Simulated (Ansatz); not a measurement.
Ansatz (an electronic-structure program) input (PBE0/def2-QZVPP):
A basis named .json is the Basis Set Exchange file of that set.

Ansatz 0.2 input:
```yaml
crystal:
  periodic: [false, false, false]
  atoms:
    - {symbol: C, position_ang: [2.92116234, 0.57709627, -0.11022527]}
    - {symbol: C, position_ang: [1.91181114, -0.43595022, 0.45540262]}
    - {symbol: C, position_ang: [0.54006170, 0.13744859, 0.58694025]}
    - {symbol: C, position_ang: [-0.49634002, 0.00854825, -0.33304323]}
    - {symbol: C, position_ang: [-0.38478875, -0.70090625, -1.51205814]}
    - {symbol: C, position_ang: [-1.82695721, 0.65586844, 0.00041042]}
    - {symbol: C, position_ang: [-2.74047486, -0.27249071, 0.80573180]}
    - {symbol: H, position_ang: [3.92052415, 0.14084575, -0.16932408]}
    - {symbol: H, position_ang: [2.97709296, 1.46668770, 0.52005099]}
    - {symbol: H, position_ang: [2.62484424, 0.89577266, -1.11061121]}
    - {symbol: H, position_ang: [2.25836809, -0.76463512, 1.44004899]}
    - {symbol: H, position_ang: [1.89984207, -1.32391323, -0.17928974]}
    - {symbol: H, position_ang: [0.35853115, 0.75674724, 1.46009709]}
    - {symbol: H, position_ang: [0.52352582, -1.21351643, -1.79405873]}
    - {symbol: H, position_ang: [-1.21664728, -0.76435679, -2.20034630]}
    - {symbol: H, position_ang: [-1.65205921, 1.57387815, 0.56661867]}
    - {symbol: H, position_ang: [-2.32990101, 0.94894082, -0.92385487]}
    - {symbol: H, position_ang: [-2.94994877, -1.18775702, 0.24899061]}
    - {symbol: H, position_ang: [-3.69174616, 0.21218109, 1.03470108]}
    - {symbol: H, position_ang: [-2.26927202, -0.55856084, 1.74802673]}
basis:
  gaussian:
    orbitals: def2-QZVPP.json
hamiltonian:
  xc: {name: PBE0}
magnetization: {spin_polarized: true, initial_magnetization: 1}
```

Output:

```
Functional definition: PBE0
integrals: 1.91 GiB planned
2027 factors; their error is unknown
0.94 GiB of the device are held for the grids
8.48 GiB of device memory are held for the factors and their scratch space
mean field: 13.37 GiB planned
mean field evaluation 1: about -7447.3493 eV, gradient 5.8e1 eV
mean field evaluation 2: about -7440.8183 eV, gradient 6.7e1 eV
mean field evaluation 4: about -7463.6966 eV, gradient 4.9e0 eV
mean field evaluation 8: about -7463.8110 eV, gradient 2.8e-1 eV
mean field evaluation 16: about -7463.8108 eV, gradient 6.3e-3 eV
mean field -7463.81075907 eV, -274.2899862432 hartree, gradient 8.6e-5 eV, S^2 0.787311; 0 other end points of the search recorded, 0 dependent functions left out
reference -7463.81081008 eV, -274.2899881176 hartree; 28, 27 occupied and 761, 762 virtual orbitals, 2027 factors
Total energy: -7463.81081008 eV, -274.2899881176 hartree
```

It need not be the lowest isomer of its formula.
